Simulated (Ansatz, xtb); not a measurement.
# A geometry optimisation of CAlBCl with r2SCAN-D4/def2-SVP

The starting geometry of this gas-phase doublet was built from a drawn formula by distance geometry and a force field; its bonds are those of `[B]=[C]([Al])Cl`.

```xyz
4

C     2.3979    1.8793   -1.7439
Al    1.1569    2.5613   -0.3722
B     3.7298    1.8011   -1.5830
Cl    1.8148    1.2571   -3.2695
```

**Question.** Where would you expect an optimisation with r2SCAN-D4/def2-SVP to take it?

**Answer.** It rearranges to `Cl[C]1=[B][Al]1`. Contacts that close: Al2–B3 (2.94 → 1.97 Å).

The energy falls by 1.18 eV over 12 steps:

| step | E − E(last) (eV) |
| --- | --- |
| 1 | 1.178 |
| 2 | 0.986 |
| 3 | 0.898 |
| 5 | 0.750 |
| 6 | 0.606 |
| 7 | 0.100 |
| 8 | 0.065 |
| 10 | 0.002 |
| 11 | 0.000 |
| 12 | 0.000 |

Final geometry (Å):

```yaml
atoms:
  - { symbol: C, position_ang: [2.3684, 1.7291, -2.0622] }
  - { symbol: Al, position_ang: [1.6882, 2.5553, -0.2787] }
  - { symbol: B, position_ang: [3.3802, 2.0314, -1.1374] }
  - { symbol: Cl, position_ang: [1.6625, 1.1830, -3.4904] }
```

From the same start GFN2-xTB ends elsewhere, differing in Al2–B3 (3.24 against 1.97 Å here), Al2–Cl4 (2.29 against 3.49 Å here).

The end wasn't checked by frequencies. Open shells are spin-unrestricted. Run with Ansatz 0.2.0, 98 s on 1 thread of Arm Neoverse V1 (shared host).
